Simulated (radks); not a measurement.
Results of a calculation; reference values are marked as such.
The molybdenum ion Mo+ inside a hard spherical wall (all orbitals vanish at R), configuration held at [Kr] 4d5 and not refilled when levels cross. Code: a radial shooting solver on a logarithmic mesh with Libxc functionals. Model: scalar-relativistic Kohn-Sham, PBE, spin-polarised, spherical densities, finite nucleus; open shells are filled with parallel spins first (spin-orbit coupling, left out, can overturn this in heavy ions); Fermi nuclear charge, rms radius 4.4091 fm. Eigenvalues in eV for spin up, with the zero of energy where the potential of the charges vanishes at infinity; a dash marks a level that is unbound or too diffuse for the functional's potential to be trusted. A positive occupied level is held by the wall or, in an anion where self-interaction has pushed it up, behind a barrier. The pressure on the wall is -dE/dV.

| R (bohr) | E (hartree) | kinetic (hartree) | e(3d) | e(4s) | e(4p) | e(4d) | e(5s, empty) | e(5p, empty) | pressure (GPa) |
|---|---|---|---|---|---|---|---|---|---|
| free | -4048.45803 | 4174.187 | -227.27 | -71.821 | -46.150 | -11.424 | -10.412 | -6.275 | 0 |
| 20 | -4048.45803 | 4174.187 | -227.27 | -71.821 | -46.150 | -11.424 | -10.412 | -6.275 | < 0.0001 |
| 15 | -4048.45803 | 4174.187 | -227.27 | -71.821 | -46.150 | -11.424 | -10.412 | -6.275 | < 0.0001 |
| 10 | -4048.45802 | 4174.188 | -227.27 | -71.819 | -46.148 | -11.423 | -10.409 | -6.246 | 0.000467 |
| 8 | -4048.45771 | 4174.191 | -227.24 | -71.794 | -46.124 | -11.401 | -10.365 | -6.048 | 0.0185 |
| 7 | -4048.45648 | 4174.202 | -227.16 | -71.719 | -46.051 | -11.336 | -10.233 | -5.675 | 0.116 |
| 5 | -4048.42415 | 4174.407 | -225.98 | -70.684 | -45.067 | -10.390 | -8.273 | -2.160 | 4.87 |
| 3.5 | -4048.08949 | 4175.990 | -220.21 | -66.075 | -40.699 | -5.367 | 3.578 | 14.087 | 121 |
| 3 | -4047.55152 | 4178.401 | -214.33 | -61.812 | -36.498 | 0.063 | 17.522 | 31.282 | 449 |
| 2.5 | -4045.94253 | 4185.367 | -201.93 | -53.149 | -27.405 | 12.038 | 49.242 | 67.852 | 2060 |
